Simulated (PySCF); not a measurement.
A run for PySCF: R-MP2/6-31G* on C2H7N (SMILES CCN), a point of a torsion scan.

```python
from pyscf import gto, scf, dft, mp
from pyscf.data.elements import chemcore

mol = gto.M(
    atom='''
    C     1.03297688    0.44922209   -0.01201098
    C    -0.09291001   -0.55456827   -0.22183275
    N    -1.37947525    0.11018940   -0.08258930
    H     1.99672599   -0.05257974   -0.03506071
    H     1.01614147    1.20728060   -0.79257264
    H     0.91053349    0.94134134    0.94872277
    H    -0.04263554   -1.32983937    0.54834372
    H     0.03716348   -1.04604322   -1.20250856
    H    -1.46518323    0.85083487   -0.77140779
    H    -2.13832333   -0.54510110   -0.23419534
    ''',
    basis='6-31g*',
    cart=True,
    charge=0, spin=0, verbose=3, max_memory=1800)
mf = scf.RHF(mol)
mf.conv_tol = 1e-8
mf.max_cycle = 100
mf.kernel()
if not mf.converged:
    mf = mf.newton().run(mf.mo_coeff, mf.mo_occ)
pt = mp.MP2(mf, frozen=chemcore(mol)).run()
```

It printed:

```
converged SCF energy = -134.247063684182
E(RMP2) = -134.674744330052  E_corr = -0.427680645869786
E(SCS-RMP2) = -134.673005298747  E_corr = -0.425941614564466
```

The run converged.

Cost: roughly 0.4 core-seconds.
